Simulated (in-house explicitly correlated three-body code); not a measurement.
Computed with an exponentially correlated three-body code. Model: two electrons around a point charge, non-relativistic, variational in 260 exponentially correlated functions (energies converged to about 1e-7 hartree, or 1e-8 relative for large Z).

Command:
```bash
python run_hyl.py task.json out
```
Settings (lengths in bohr, energies in hartree):
```
Z                      2.5
nuclear_mass           500
interaction_strength   1
functions              260
states_tried           13
```

Run time, properties included: 32 s on 1 thread of Intel(R) Xeon(R) Platinum 8375C CPU @ 2.90GHz (Ice Lake) (shared host).

**Those bound S and P states to n = 4 that converged, binding against the one-electron ion.**

Given: nuclear charge 2.5; mass of the centre 500 electron masses.

Computed: one-electron threshold -3.11876248 hartree.

| term | energy (hartree) | binding (eV) |
| --- | --- | --- |
| 1 1S | -4.83180935 | 46.614 |
| 2 3S | ? | ? |
| 2 1S | -3.43046841 | 8.482 |
| 2 3P | -3.41709971 | 8.1182 |
| 2 1P | -3.39569463 | 7.5357 |
| 3 3S | -3.26486883 | 3.9758 |
| 3 1S | ? | ? |
| 3 3P | -3.24882654 | 3.5392 |
| 3 1P | -3.24231365 | 3.362 |
| 4 3S | -3.19757098 | 2.1445 |
| 4 1S | -3.19248551 | 2.0061 |
| 4 3P | -3.19117658 | 1.9705 |
| 4 1P | -3.18842116 | 1.8955 |

**Question.** What belongs in the row 2 3S?

**Answer.** energy (hartree): -3.47953177; binding (eV): 9.817.

**Question.** What belongs in the row 3 1S?

**Answer.** energy (hartree): -3.25212834; binding (eV): 3.6291.

**Converged states only, values per electron or pair.**

| term | mean r (bohr) | mean r squared (bohr²) | mean inverse r (1/bohr) | mean r12 (bohr) | mean inverse r12 (1/bohr) | mean cosine | mean p1 dot p2 (bohr⁻²) | delta r1 (bohr⁻³) | delta r12 (bohr⁻³) |
| --- | --- | --- | --- | --- | --- | --- | --- | --- | --- |
| 1 1S | 0.71001 | 0.68959 | 2.1836 | 1.0754 | 1.2543 | -0.051302 | 0.21954 | 3.7645 | 0.26317 |
| 2 3S | 1.8826 | 6.0836 | 1.4649 | 3.2482 | 0.36527 | -0.013906 | 0.011926 | 2.5991 | - |
| 2 1S | 2.1192 | 7.9421 | 1.4445 | 3.7016 | 0.36163 | -0.014864 | 0.01432 | 2.5742 | 0.027517 |
| 2 3P | 1.8452 | 6.02 | 1.4448 | 3.1885 | 0.38964 | -0.047732 | -0.16537 | 2.4372 | - |
| 2 1P | 2.0017 | 7.1678 | 1.4316 | 3.4596 | 0.36673 | 0.002962 | 0.12555 | 2.4764 | 0.0033783 |
| 3 3S | 4.1645 | 34.164 | 1.339 | 7.7611 | 0.16544 | -0.0039301 | 0.0029718 | 2.5053 | - |
| 3 1S | ? | ? | ? | ? | ? | ? | ? | ? | ? |
| 3 3P | 4.288 | 36.961 | 1.3336 | 8.0121 | 0.17045 | -0.013021 | -0.044251 | 2.4625 | - |
| 3 1P | ? | ? | ? | ? | ? | ? | ? | ? | ? |
| 4 3S | 7.4483 | 115.21 | 1.2977 | 14.313 | 0.093493 | -0.0015839 | 0.0011067 | 2.4852 | - |
| 4 1S | 7.9352 | 131.39 | 1.2955 | 15.285 | 0.092548 | -0.0018797 | 0.0015476 | 2.4836 | 0.0032994 |
| 4 3P | 7.7322 | 125.64 | 1.2955 | 14.882 | 0.095235 | -0.0052887 | -0.017922 | 2.4681 | - |
| 4 1P | 8.0424 | 136.17 | 1.2939 | 15.498 | 0.09276 | 0.00046931 | 0.01609 | 2.4725 | 0.00051096 |

**Question.** What belongs in the row 3 1S?

**Answer.** mean r (bohr): 4.5253; mean r squared (bohr²): 40.779; mean inverse r (1/bohr): 1.3336; mean r12 (bohr): 8.4777; mean inverse r12 (1/bohr): 0.16357; mean cosine: -0.0044981; mean p1 dot p2 (bohr⁻²): 0.0039184; delta r1 (bohr⁻³): 2.5005; delta r12 (bohr⁻³): 0.0079546.

**Question.** What belongs in the row 3 1P?

**Answer.** mean r (bohr): 4.5208; mean r squared (bohr²): 41.249; mean inverse r (1/bohr): 1.3298; mean r12 (bohr): 8.4664; mean inverse r12 (1/bohr): 0.16434; mean cosine: 0.0010469; mean p1 dot p2 (bohr⁻²): 0.038056; delta r1 (bohr⁻³): 2.4732; delta r12 (bohr⁻³): 0.0011548.
